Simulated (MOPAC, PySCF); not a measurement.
CH$_{6}$Si$_{3}$, SMILES `C=[Si]1[SiH2][SiH2]1`, neutral singlet in the gas phase. 

Z-matrix (Å, degrees):
```
Si
C 1 1.7111
H 2 1.0843 1 121.84
H 2 1.0843 3 116.31 1 -179.82
Si 1 2.2968 2 148.87 3 0.12
H 5 1.4862 1 120.25 2 72.89
H 5 1.4863 6 111.57 1 149.13
Si 1 2.2968 2 148.87 3 179.72
H 8 1.4862 1 120.27 2 73.56
H 8 1.4863 9 111.57 1 149.12
```
Charge 0, multiplicity 1.

All levels are single points at this geometry (PBE0-D3(BJ)/def2-TZVP); Pople sets use spherical d functions. Orbital energies aren't observables, and empty levels follow the basis.

ωB97X-D3(BJ)/def2-TZVP in PySCF gives dipole (D) = 0.82.

### Question
Estimate the dipole (D) from each of these levels: PBE-D3(BJ)/def2-TZVP in PySCF; PBE0-D3(BJ)/def2-TZVP in PySCF; B3LYP/3-21G in PySCF; B3LYP/6-311+G** in PySCF; BP86/6-31G* in PySCF; SVWN5/6-31G* in PySCF; HF/3-21G in PySCF; HF/6-31G* in PySCF; HF/STO-3G in PySCF; AM1 in MOPAC; PM3 in MOPAC; PM7 in MOPAC.

### Answer

| level | dipole (D) |
|---|---|
| PBE-D3(BJ)/def2-TZVP in PySCF | 0.38 |
| PBE0-D3(BJ)/def2-TZVP in PySCF | 0.56 |
| B3LYP/3-21G in PySCF | 0.11 |
| B3LYP/6-311+G** in PySCF | 0.63 |
| BP86/6-31G* in PySCF | 0.06 |
| SVWN5/6-31G* in PySCF | 0.12 |
| HF/3-21G in PySCF | 0.07 |
| HF/6-31G* in PySCF | 0.52 |
| HF/STO-3G in PySCF | 1.26 |
| AM1 in MOPAC | 1.13 |
| PM3 in MOPAC | 0.16 |
| PM7 in MOPAC | 1.40 |
